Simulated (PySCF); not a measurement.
r2SCANh on W⁻ (tungsten, charge -1), [Xe] 4f14 5d5 6s2, high-spin 6S determinant. All numbers are calculated (PySCF 2.14, a scalar-relativistic core potential, in aug-cc-pVTZ-PP with one added diffuse shell each of s, p, d, f, g type with ECP60MDF (7s7p6d4f3g, 113 functions)).

```
cycle= 1 E= -67.3500471633334  delta_E= -0.016  |g|= 0.0337  |ddm|= 1.77
cycle= 2 E= -67.3498325024118  delta_E= 0.000215  |g|= 0.0547  |ddm|= 0.398
cycle= 3 E= -67.3529073451201  delta_E= -0.00307  |g|= 0.00606  |ddm|= 0.33
cycle= 4 E= -67.3530899911174  delta_E= -0.000183  |g|= 0.00277  |ddm|= 0.0935
cycle= 5 E= -67.3531314010441  delta_E= -4.14e-05  |g|= 0.000925  |ddm|= 0.0728
cycle= 6 E= -67.3531385141231  delta_E= -7.11e-06  |g|= 0.000275  |ddm|= 0.0204
cycle= 7 E= -67.3531388294618  delta_E= -3.15e-07  |g|= 5.91e-05  |ddm|= 0.00372
cycle= 8 E= -67.3531388415886  delta_E= -1.21e-08  |g|= 1.11e-05  |ddm|= 0.00129
cycle= 9 E= -67.3531388426835  delta_E= -1.09e-09  |g|= 2.49e-06  |ddm|= 0.000616
cycle= 10 E= -67.3531388427925  delta_E= -1.09e-10  |g|= 9.16e-07  |ddm|= 0.000246
converged SCF energy = -67.3531388427925  <S^2> = 8.9491846  2S+1 = 6.0660315
```

Highest occupied orbital energy: 0.746 eV; ⟨L²⟩ = 0.00; populations by l: s 4.00, p 6.00, d 5.00, f 0.00.

Problem. Can this result be used?

Solution. With care. The run converged. Energies and moments cover only the electrons outside the core potential. Spin-orbit coupling, which splits the p, d and f shells strongly at this Z, is absent. ⟨S²⟩ = 8.95 against 8.75 shows spin contamination. At r2SCANh the highest occupied level has a positive energy, so only the finite basis holds that electron; in a semilocal or global hybrid functional this comes from self-interaction and does not mean that the real anion is unbound.
